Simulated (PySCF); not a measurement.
# Ions at one geometry of [HfI2]2+

PySCF 2.14.0, RKS PBE0, Hf def2-SVP with ECP60, I def2-SVP with ECP28; non-relativistic Hamiltonian with scalar-relativistic core potentials where named; density fitting; no spin-orbit coupling; singlets restricted, open shells unrestricted. The geometry is relaxed for charge +2, singlet, vacuum:

```xyz
3

Hf    0.0000    0.0000   -0.9386
I     2.0372    0.0000    0.6040
I    -2.0372    0.0000    0.6040
```

Energies count from the relaxed state; an electron taken off or put on is at rest in vacuum. Charges and spins are Mulliken's.

```json
{"state": "charge +2, singlet, vacuum", "energy (eV)": "0.00", "spin squared": "0.00", "charge on Hf1 (e)": "1.27", "spin on Hf1 (e)": "0.00", "dipole about the centre of mass (D)": "5.07"}
{"state": "charge +3, doublet, vacuum", "energy (eV)": "19.51", "spin squared": "0.80", "charge on Hf1 (e)": "1.46", "spin on Hf1 (e)": "-0.30", "dipole about the centre of mass (D)": "3.59"}
```

Problem. What does the state charge +1, doublet, vacuum give?

Solution. energy (eV) -12.72, spin squared 0.76, charge on Hf1 (e) 0.85, spin on Hf1 (e) 1.12, dipole about the centre of mass (D) 4.73.

With an electron taken off (doublet) the charges change, summed by element, by Hf +0.19 e, I +0.81 e. The vertical ionisation energy is 19.51 eV, against −ε(HOMO) = 17.58 eV of the relaxed state. The level lies 1.9 eV too high, as is usual for semilocal functionals and global hybrids, which keep a self-interaction error.

With an electron put on (doublet) the charges change, summed by element, by Hf -0.42 e, I -0.58 e. The vertical electron affinity is 12.72 eV, against −ε(LUMO) = 14.11 eV of the relaxed state.

Open shells may have lower solutions than those found.
